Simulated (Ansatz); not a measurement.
A made-up structure of CH$_{2}$SSe, singlet:

| atom | x (Å) | y (Å) | z (Å) |
| --- | --- | --- | --- |
| C1 | -0.1233 | 0.3041 | -0.1740 |
| S2 | -0.3626 | -0.5542 | 1.3648 |
| Se3 | 1.0261 | -1.2592 | -0.1994 |
| H4 | -0.9483 | 0.2622 | -0.8759 |
| H5 | 1.8568 | -2.4895 | 0.0772 |

It is relaxed with PBE-D4/def2-SVP and then PBE0-D4/def2-TZVP (Ansatz 0.2.0). Atoms count as bonded within 1.22 times the sum of their covalent radii (H–H: 0.88 Å). The end point is not checked to be a true minimum.

Task: Does its bonding change? (A judgement: the text doesn't fix the answer.)

Result: By the calculation: Yes. Formed: none; broken: S2–Se3.

Where it ends: The first stage lowers the energy by 5.12 eV in 18 steps. It ends as CH₂SSe ([S][CH][SeH]):
```
5
angstrom
C -0.1427 -0.3314 -0.0113
S -0.7265 -0.5664 1.4680
Se 1.2911 -1.1885 -0.8595
H -0.5735 0.4070 -0.6900
H 1.6003 -2.0572 0.2856
```

Labels in which every atom is bracketed show which atoms are joined, not bond orders.

For scale, one of the runs: PBE0-D4/def2-TZVP relaxation, 128 basis functions, launched by `ansatz run in.yaml --threads 2 --pin off --events-out ev --progress --plain --max-ram 4352MiB`. Hardware: 2 CPU threads of an Arm Neoverse V1, shared host. Wall time about 20 s.
